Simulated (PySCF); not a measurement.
## Nuclear quadrupole coupling in 4-chlorobutyric acid

4-chlorobutyric acid, C4H7ClO2.
Cartesian coordinates in Å at the GFN2-xTB level; atoms count from 1:
```
atom  x, y, z in Å
O1     1.5240    0.5867    1.1307
C2     1.4552    0.3568   -0.0467
O3     2.3702    0.7944   -0.9202
C4     0.3772   -0.4409   -0.7352
C5    -0.7270   -0.8809    0.2224
C6    -1.5558    0.2899    0.7245
Cl7   -2.4247    1.0784   -0.6227
H8     3.0561    1.3083   -0.4656
H9     0.8535   -1.3075   -1.1979
H10   -0.0351    0.1715   -1.5397
H11   -0.2790   -1.3658    1.0922
H12   -1.3764   -1.5976   -0.2820
H13   -2.3143   -0.0417    1.4329
H14   -0.9246    1.0480    1.1850
```

Field gradients from the PBE0/pcSseg-1 density (PySCF, non-relativistic), principal values in atomic units, ordered |Vxx| ≤ |Vyy| ≤ |Vzz|:

| atom | Vxx | Vyy | Vzz |
| --- | --- | --- | --- |
| O1 | 0.6549 | 0.9286 | -1.5835 |
| O3 | -0.4538 | -1.1845 | 1.6384 |
| Cl7 | -1.8537 | -1.9623 | 3.8160 |

Question: Find the asymmetry η = (Vxx − Vyy)/Vzz and the couplings χ = eQV/h (234.96 MHz × Q in barn × V in au), with Q(17O) = −0.0256 b, Q(35Cl) = −0.0817 b.

Answer: 
| atom | environment | nucleus | η | χzz (MHz) | χxx (MHz) | χyy (MHz) |
| --- | --- | --- | --- | --- | --- | --- |
| O1 | acid carbonyl oxygen | 17O | 0.17 | 9.52 | -3.94 | -5.59 |
| O3 | acid hydroxyl oxygen | 17O | 0.45 | -9.85 | 2.73 | 7.13 |
| Cl7 | alkyl chlorine | 35Cl | 0.03 | -73.25 | 35.59 | 37.67 |

The gradient is axial or nearly so (η below 0.05) at Cl7. 

Question: What is Vzz at O1 in SI units (1 au = 9.71736 × 10²¹ V/m²)?

Answer: -1.5835 au = -15.387 × 10²¹ V/m².

Question: And the gradient at the other heavy atoms, for which no coupling is worked out here?

Answer: 
```tsv
atom	environment	Vzz (au)	η
C2	carboxylic acid carbon	0.434	0.99
C4	sp3 carbon next to a carbonyl	0.105	0.45
C5	chain CH2 carbon	-0.090	0.87
C6	sp3 C–Cl carbon	0.494	0.18
```

Were the hydrogens deuterons (Q(2H) = 0.00286 b), χzz would run from 199 kHz (H14 and H10) to 292 kHz (H8).

Geometry: GFN2-xTB, one conformer, isolated molecule. GFN2-xTB bond lengths can be off by several hundredths of an ångström, more for odd bonds, and the gradients follow them. These gradients aren't converged with respect to the basis.
